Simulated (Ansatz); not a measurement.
`O[Si]1([SiH3])[SiH2][SiH2]1` + `[CH2]1[S][GeH2]1` → `[SiH3][CH]1[S][GeH2]1` + `O[SiH]1[SiH2][SiH2]1`  (formal exchange of groups at the Si–Si bond)

Calculated with Ansatz (gas phase, PBE0-D4/def2-TZVP geometries, no zero-point term in ΔE). CCSD(T)/CBS is the MP2 limit (def2-TZVPP, def2-QZVPP) plus CCSD(T) − MP2 in def2-TZVPP, frozen cores. DFT in def2-TZVPP. B3LYP here is the variant with VWN-RPA as its local correlation; programs differ in this. For Ge outer-core shells are correlated without core-valence functions, which leaves a few kJ/mol of doubt a bond. Scalar relativity is left out up to krypton. One conformer a species, not always the lowest.

`O[Si]1([SiH3])[SiH2][SiH2]1`:

Z-matrix (Å, degrees):
```
Si
Si 1 2.324
Si 1 2.320 2 106.8
O 1 1.652 2 111.8 3 148.0
Si 1 2.320 2 106.9 3 -64.0
H 2 1.489 1 106.1 3 31.8
H 2 1.487 1 111.8 3 -86.9
H 2 1.487 1 111.8 3 150.5
H 3 1.488 1 119.0 2 164.8
H 3 1.486 1 121.9 2 17.8
H 4 0.959 1 117.2 2 179.6
H 5 1.488 1 119.0 2 -164.9
H 5 1.486 1 121.9 2 -17.8
```

`[CH2]1[S][GeH2]1`:

Z-matrix (Å, degrees):
```
C
Ge 1 1.927
S 1 1.847 2 70.9
H 1 1.085 2 118.3 3 107.8
H 1 1.085 2 118.3 3 -107.8
H 2 1.526 1 119.4 3 102.9
H 2 1.526 1 119.4 3 -102.9
```

`[SiH3][CH]1[S][GeH2]1`:

Cartesian coordinates in Å:
```
Si -0.098 1.080 -1.114
C -0.494 0.221 0.486
S 0.800 0.454 1.808
Ge 0.330 -1.479 0.901
H -1.131 0.755 -2.138
H -0.056 2.555 -0.930
H 1.229 0.611 -1.590
H -1.504 0.336 0.873
H -0.433 -2.474 1.770
H 1.357 -2.058 -0.067
```

`O[SiH]1[SiH2][SiH2]1`:

```xyz
10

O     0.567    1.980   -1.247
Si    0.573    0.909    0.005
Si   -1.330   -0.119    0.817
Si    0.389   -1.403   -0.159
H     1.260    1.882   -1.903
H     1.505    1.280    1.105
H    -2.547   -0.129   -0.034
H    -1.647   -0.094    2.267
H     1.298   -2.307    0.590
H    -0.066   -1.999   -1.442
```

Question: Is it downhill or uphill in electronic energy at CCSD(T)/CBS, and by how much? (Best estimate.)

Answer: Ansatz gave: Uphill: ΔE = +4.5 kJ/mol.

Question: What do these levels give: B3LYP-D4, ωB97X-V, ωB97M-V, B2PLYP, PBE, PBE0, B3LYP, HF/def2-TZVPP, MP2/def2-TZVPP, SCS-MP2/def2-TZVPP, CCSD(T)/def2-TZVPP, MP2/CBS(def2)? (Estimate.)

Answer: Computed: B3LYP-D4 8.9, ωB97X-V 7.4, ωB97M-V 3.9, B2PLYP 4.8, PBE 20.6, PBE0 16.4, B3LYP 8.0, HF/def2-TZVPP -5.0, MP2/def2-TZVPP 0.3, SCS-MP2/def2-TZVPP -1.6, CCSD(T)/def2-TZVPP 5.6, MP2/CBS(def2) -0.8 kJ/mol.

Largest T1 diagnostic among the species: 0.015.

In def2-TZVPP, CCSD(T) changes the Hartree–Fock value by +10.6 kJ/mol (the triples alone add +1.9 kJ/mol) and MP2 by +5.4 kJ/mol. From PBE to PBE0 (25 % exact exchange), in def2-TZVPP and without D4, ΔE moves by −4.2 kJ/mol.
